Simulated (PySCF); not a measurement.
A structure optimised at PBE0-D3(BJ)/def2-SVP, used in a PySCF frequency run:

```xyz
7

Ti     0.1907     0.0283     0.0000
Cl    -0.4939     0.9849    -1.8308
Cl    -0.4939     0.9849     1.8308
Cl    -0.3887    -2.0801     0.0000
N      2.0071     0.1368     0.0000
H      2.5781     0.1467    -0.8434
H      2.5781     0.1467     0.8434
```

Task: Write its SMILES, formula and point group.

Result: [NH2][Ti]([Cl])([Cl])[Cl], Cl₃H₂NTi, Cs

Task: What are its rotational constants (standard atomic weights)?

Result: 1.5968, 1.5174, 1.0949 GHz
